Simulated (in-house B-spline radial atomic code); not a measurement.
**Ionising Pb IX (Pb8+) with different functionals**

Computed with an all-electron radial atomic-structure program (B-spline basis): scalar-relativistic (spin-free X2C) Hamiltonian, Fermi nucleus of rms radius 5.5012 fm, spin-polarised at highest spin, spherical fractional occupations for the functionals, the average over the highest-spin determinants for Hartree-Fock. The ionisation energy is the difference of two self-consistent energies, [Xe] 4f14 5d6 → [Xe] 4f14 5d5, without Breit or QED terms; ε is the level of the shell that loses the electron (its least bound occupied spin orbital). There is no spin-orbit coupling in this Hamiltonian.

Hybrids are left out here: with spherical fractional occupations of an open shell their exact exchange keeps a self-interaction that integer-occupation calculations don't have.

```
           method          rung  ΔSCF (eV)  -ε(5d) (eV)
     Hartree-Fock  Hartree-Fock     136.73       137.61
         LDA VWN5           LDA     139.14       129.97
         LDA PW92           LDA     139.13       129.96
LDA exchange-only           LDA     136.70       127.64
              PBE           GGA     138.48       129.38
           PBEsol           GGA     138.54       129.44
             BLYP           GGA     138.51       129.31
             RPBE           GGA          ?            ?
             PW91           GGA     138.65       129.52
             BP86           GGA          ?            ?
             AM05           GGA     138.66       129.55
             OLYP           GGA     138.80       129.65
             TPSS      meta-GGA     138.34       129.25
             SCAN      meta-GGA     137.89       129.03
           r2SCAN      meta-GGA     137.84       129.03
          revTPSS      meta-GGA     138.33       129.25
```

(1) What does RPBE give?

(2) What does BP86 give?

(3) How do they compare with the NIST value?

Answers

(1) ΔSCF 138.37 eV, and -ε(5d) = 129.27 eV.

(2) ΔSCF 138.68 eV, and -ε(5d) = 129.56 eV.

(3) NIST lists 138 eV ± 2.2 (tabulated theory, ground level to ground level). Errors run from -1.30 to +1.14 eV; all lie within about twice that uncertainty, so the table can't rank the methods. Hartree-Fock also lacks correlation.
